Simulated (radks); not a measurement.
Neutral aluminium, configuration [Ne] 3s2 3p1.

All-electron calculation, Dirac Kohn-Sham, XLYP, spin-unpolarised, spherical densities, finite nucleus; open shells fill j = l - 1/2 first; Fermi nuclear charge, rms radius 3.061 fm. Program: a radial shooting solver on a logarithmic mesh with Libxc functionals.

Energy parts (eV):
part                      energy
total                  -6610.595
kinetic                 6625.688
electron-nucleus      -15804.694
Hartree                 3076.994
exchange-correlation    -508.583

Orbitals (lengths in bohr, moments of r in powers of bohr; <r^-3> diverges for s and p1/2; r(max) is where P^2 peaks; r(90%) holds 90 % of the orbital's charge):
orbital,occ.,eigenvalue (eV),r(max),r(90%),<r^-3>,<r^2>
1s1/2,2,-1512.823,0.07833,0.215,-,0.01945
2s1/2,2,-108.0068,0.4962,0.993,-,0.4713
2p1/2,2,-69.9485,0.4264,1.02,-,0.4619
2p3/2,4,-69.5051,0.4280,1.02,35.65,0.4653
3s1/2,2,-7.6564,2.056,3.89,-,7.487
3p1/2,1,-2.5987,2.622,5.66,-,14.95
3p3/2,0,-2.5820,2.630,5.68,1.355,15.05

The highest occupied level is 3p1/2 at -2.599 eV. Summed over all electrons, <r^2> = 33.70 bohr^2, which gives a Langevin (diamagnetic) susceptibility term of -26.7 x 10^-6 cm^3/mol. The electron density at the nucleus is 1505 e/bohr^3. The density falls to 0.001 e/bohr^3 at r = 4.55 bohr. For comparison, the ionisation energy in NIST's Atomic Spectra Database is 5.986 eV (measured). In exact Kohn-Sham theory the highest level is minus the ionisation energy, but local and semilocal functionals leave it too shallow, through self-interaction and a potential that decays too fast; potentials with the right tail come closer.

Beside tabulated values, note that spin-unpolarised runs miss the spin-polarisation part of the exchange energy of open shells.
